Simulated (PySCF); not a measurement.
Bonds (- single, = double, # triple, : aromatic): C1-O2, O2-C3, C3-Si4, Si4-C5, Si4-Si6, Si4-Si7. C1 carries H8, H9, H10; C3 carries H11, H12; C5 carries H13, H14, H15; Si6 carries H16, H17, H18; Si7 carries H19, H20, H21.

Calculated, not measured (PySCF 2.14): geometry from GFN2-xTB, NMR shieldings at PBE0/pcSseg-1/GIAO. No relativistic terms, a single conformation, isolated molecule, rapidly exchanging positions averaged.

Referencing at the same level of theory: ¹³C (σ = 186.93 ppm), ¹H (σ = 31.72 ppm), ²⁹Si (σ = 349.16 ppm) vs TMS; ¹⁷O (σ = 336.08 ppm) against H2O.

| atoms | nucleus | count | Hirshfeld charge | δ (ppm) |
| --- | --- | --- | --- | --- |
| H16/H17/H18/H19/H20/H21 | ¹H | 6 | -0.08 | ? |
| H8/H9/H10 | ¹H | 3 | 0.04 | 3.53 |
| H13/H14/H15 | ¹H | 3 | 0.04 | 0.18 |
| C5 | ¹³C | 1 | -0.21 | -4.6 |
| H11/H12 | ¹H | 2 | 0.03 | ? |
| Si6/Si7 | ²⁹Si | 2 | 0.21 | ? |
| C1 | ¹³C | 1 | -0.04 | 65.6 |
| C3 | ¹³C | 1 | -0.09 | 70.6 |
| O2 | ¹⁷O | 1 | -0.14 | 14.7 |
| Si4 | ²⁹Si | 1 | 0.23 | -46.2 |

Q: Complete the table.

A: 
- H16/H17/H18/H19/H20/H21: 3.46 ppm, hydrogen on a silicon bonded to Si
- H11/H12: 3.35 ppm, hydrogen on an sp3 CH2 bonded to O and Si; its carbon carries O, which withdraws density
- Si6/Si7: -109.9 ppm, silicon bonded to Si, 3 H

Shifts are as computed. Against solution values, carbons near 30 ppm lie about +3 ppm off and those near 130 ppm about +5 ppm. Of 1309 compounds with measured shifts, 239 miss one by over three times the rms of a fit or turn the order of signals round; such compounds aren't used in these exercises. Experimental scales use liquid or dissolved standards, which lie at an offset from isolated H2O (liquid H2O: subtract about 36 ppm).
